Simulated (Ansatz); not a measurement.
`FC[SiH2][SiH3]` + H₂ → `FC[SiH3]` + SiH₄  (hydrogenolysis of the Si–Si bond)

Computed with Ansatz on PBE0-D4/def2-TZVP structures; ΔE is electronic, products minus reactants. CCSD(T)/CBS is the MP2 limit (def2-TZVPP, def2-QZVPP) plus CCSD(T) − MP2 in def2-TZVPP, frozen cores. This one scheme is used for every species. Functionals use def2-TZVPP. Each species was taken in one conformer, which may not be the lowest.

```csv
level,ΔE (kJ/mol),difference from CCSD(T)/CBS
r2SCAN-D4,-11.9,6.4
PBE0-D4,-10.0,8.3
ωB97M-V,-23.1,-4.8
HF/def2-TZVPP,-50.4,-32.1
MP2/def2-TZVPP,-21.6,-3.3
SCS-MP2/def2-TZVPP,-28.8,-10.5
MP2/def2-QZVPP,-19.8,-1.5
SCS-MP2/def2-QZVPP,-27.1,-8.8
MP2/CBS(def2),-18.2,0.1
CCSD/CBS(def2),-23.5,-5.2
CCSD(T)/CBS,-18.3,0
```

Largest T1 diagnostic among the species: 0.012.

From PBE to PBE0 (25 % exact exchange), in def2-TZVPP and without D4, ΔE moves by −5.5 kJ/mol. The D4 term adds +10.0 kJ/mol with B3LYP and +5.6 kJ/mol with PBE0; it sums over pairs of atoms, weighted by their polarisabilities, and B3LYP, whose exchange is more repulsive, gets the larger term. In def2-TZVPP, CCSD(T) changes the Hartree–Fock value by +28.7 kJ/mol (the triples alone add +5.1 kJ/mol) and MP2 by +28.8 kJ/mol.

B3LYP here is the variant with VWN-RPA as its local correlation; programs differ in this.
